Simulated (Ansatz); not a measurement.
Ansatz results at the PBE0-D4/def2-TZVP geometry: HOMO–LUMO gap (B3LYP/def2-TZVPP) 4.92 eV; HOMO–LUMO gap (PBE/def2-TZVPP) 3.54 eV; size of the dipole moment (PBE/def2-TZVPP) 4.80 D.

Which molecule gave them?
A. `C[O][Ti]1234([OH])([OH])[C@@H]5[C@H]1[C@H]2[C@@]3(F)[C@@H]54`
B. `C[C@@]12[C@H]3[C@H]4[C@H]5[C@@H]1[WH-3]4532([C]#[O+])([C]#[O+])[C]#[O+]`
C. `C[C@@]12[C@H]3[C@H]4[C@H]5[C@@H]1[Na]4532`
D. `CC[C@@]12[C@H]3[C@H]4[C@H]5[C@@H]1[Ti]4532([OH])([F])[F]`

B. The others give `C[C@@]12[C@H]3[C@H]4[C@H]5[C@@H]1[Na]4532`: 3.14, 2.13, 6.57; `CC[C@@]12[C@H]3[C@H]4[C@H]5[C@@H]1[Ti]4532([OH])([F])[F]`: 5.04, 3.41, 1.69; `C[O][Ti]1234([OH])([OH])[C@@H]5[C@H]1[C@H]2[C@@]3(F)[C@@H]54`: 5.30, 3.64, 1.81.

B3LYP here is the variant with VWN-RPA as its local correlation; programs differ in this.
